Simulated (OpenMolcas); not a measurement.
## Ionisation energies of tantalum

```
Program             : OpenMolcas
Basis               : ANO-R3 [9s7p6d4f3g2h]
Scalar Hamiltonian  : X2C, finite nucleus
Spin-orbit coupling : state interaction with AMFI integrals over the reference wave functions, term energies averaged over their components
```

Active shells in each charge state: the valence d, s shells, with orbitals averaged over the low states. Where CASPT2's correlated closed shells are named, they are those of the first ion.

A. CASSCF
B. SS-CASPT2, IPEA 0.25 Eh, imaginary shift 0.1 Eh (closed shells correlated: 5s 5p)
C. SS-CASPT2, IPEA 0 Eh, imaginary shift 0.1 Eh (closed shells correlated: 5s 5p)
D. SS-CASPT2, IPEA 0.25 Eh, imaginary shift 0.1 Eh (closed shells correlated: 4f 5s 5p)

Energies in eV between the lowest computed levels, named as in B; reference values from the NIST Atomic Spectra Database with their kind.

```json
{"From": "Ta 5d³ 6s² ⁴F_3/2", "To": "Ta+ 5d³ 6s ⁵F₁", "A": "6.015", "B": "7.511", "C": "7.640", "D": "7.624", "Spin-orbit share in B": "+0.082", "Reference": "7.550 (measured)"}
{"From": "Ta+ 5d³ 6s ⁵F₁", "To": "Ta2+ 5d³ ⁴F_3/2", "A": "13.961", "B": "14.820", "C": "14.945", "D": "15.012", "Spin-orbit share in B": "-0.231", "Reference": "16.200 (semi-empirical)"}
```

Error against the reference values, in %:

```json
{"From": "Ta", "Reference": "measured", "A": "-20.3", "B": "-0.5", "C": "+1.2", "D": "+1.0"}
{"From": "Ta+", "Reference": "semi-empirical", "A": "-13.8", "B": "-8.5", "C": "-7.7", "D": "-7.3"}
```

Absolute error against the one measured value: A 1.53 eV, B 0.04 eV, C 0.09 eV, D 0.07 eV. B lies closest.

The lowest level within the active space need not be the ion's true ground level.
